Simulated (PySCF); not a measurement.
## Basis-set dependence of excited states

Compound: BGeH₆P.
SMILES: `B[PH][GeH3]`

TDDFT with PBE0 (PySCF), vertical singlets, core orbitals frozen in the response, spherical d and f functions. The structure is a single PBE0-D3(BJ)/def2-SVP conformer in the gas phase; no vibrational or solvent corrections. The PBE0/6-31G* calculation is non-relativistic and has no spin–orbit coupling, an omission that weighs most on germanium.

**Question.** How do the low singlets change with the basis? Take 6-31G*, def2-SVP, def2-SVPD, aug-cc-pVDZ, def2-TZVP, def2-TZVPD and aug-cc-pVTZ.

**Answer.** 

| basis | functions | diffuse | S1 (eV) | S2 (eV) | S3 (eV) | S4 (eV) | S5 (eV) | LUMO (eV) | α (au) |
| --- | --- | --- | --- | --- | --- | --- | --- | --- | --- |
| 6-31G* | 76 | no | 4.84 | 5.78 | 6.22 | 6.49 | 6.90 | -1.50 | 65.2 |
| def2-SVP | 94 | no | 4.74 | 5.66 | 6.10 | 6.69 | 6.75 | -1.71 | 68.3 |
| def2-SVPD | 130 | yes | 4.66 | 5.58 | 6.04 | 6.29 | 6.33 | -1.81 | 78.2 |
| aug-cc-pVDZ | 140 | yes | 4.64 | 5.56 | 6.02 | 6.06 | 6.17 | -1.82 | 79.5 |
| def2-TZVP | 152 | no | 4.64 | 5.55 | 6.03 | 6.40 | 6.46 | -1.82 | 75.9 |
| def2-TZVPD | 188 | yes | 4.62 | 5.53 | 6.01 | 6.15 | 6.24 | -1.84 | 79.3 |
| aug-cc-pVTZ | 293 | yes | 4.62 | 5.53 | 6.01 | 6.05 | 6.15 | -1.84 | 79.8 |

States are compared by their number. Against the largest diffuse basis here (aug-cc-pVTZ, itself not a converged limit), sets without diffuse functions differ by up to 0.22 eV in S1 and 0.75 eV in S5; the smaller diffuse sets differ by up to 0.04 and 0.18 eV. State by state, the largest deviation of a set without diffuse functions is S1 0.22, S2 0.25, S3 0.21, S4 0.64, S5 0.75 eV. The same number needn't mean the same state in each row. Against aug-cc-pVTZ the polarisability deviates by -18% in 6-31G*, -14% in def2-SVP, -2% in def2-SVPD, 0% in aug-cc-pVDZ, -5% in def2-TZVP, -1% in def2-TZVPD.
